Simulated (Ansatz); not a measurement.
A made-up structure of BSiH₄OF, singlet:

| atom | x (Å) | y (Å) | z (Å) |
| --- | --- | --- | --- |
| B1 | -0.2853 | 1.2458 | -0.9036 |
| O2 | -0.1255 | 0.6580 | 0.3031 |
| Si3 | 0.2488 | -0.8798 | 0.7390 |
| F4 | -1.0729 | -1.5652 | 1.2951 |
| H5 | -0.1095 | 0.6074 | -1.9076 |
| H6 | -0.5960 | 2.4015 | -0.9290 |
| H7 | 1.2302 | -0.8157 | 1.8376 |
| H8 | -0.9019 | -2.4199 | 1.5565 |

It is relaxed with PBE-D4/def2-SVP and then PBE0-D4/def2-TZVP (Ansatz 0.2.0). Atoms count as bonded within 1.22 times the sum of their covalent radii (H–H: 0.88 Å). The end point is not checked to be a true minimum.

Q: Does its bonding change? (A judgement: the text doesn't fix the answer.)

A: By the calculation: Yes. Formed: none; broken: Si3–F4.

Where it ends: The first stage lowers the energy by 2.91 eV in 35 steps. It ends as a complex of BSiH₃O ([BH2][O][SiH]) + HF:
B1  (-0.218, 1.145, -0.940)
O2  (0.333, 0.111, -0.300)
Si3  (0.738, -1.300, 0.439)
F4  (-1.248, -1.272, 1.958)
H5  (0.433, 1.733, -1.759)
H6  (-1.347, 1.461, -0.680)
H7  (1.446, -0.666, 1.635)
H8  (-1.749, -1.981, 1.637)
(Å)

Labels in which every atom is bracketed show which atoms are joined, not bond orders.

For scale, one of the runs: PBE0-D4/def2-TZVP relaxation, 154 basis functions, launched by `ansatz run in.yaml --threads 2 --pin off --events-out ev --progress --plain --max-ram 4352MiB`. Hardware: 2 CPU threads of an Intel Xeon Platinum 8488C, shared host. Wall time about 34 s.
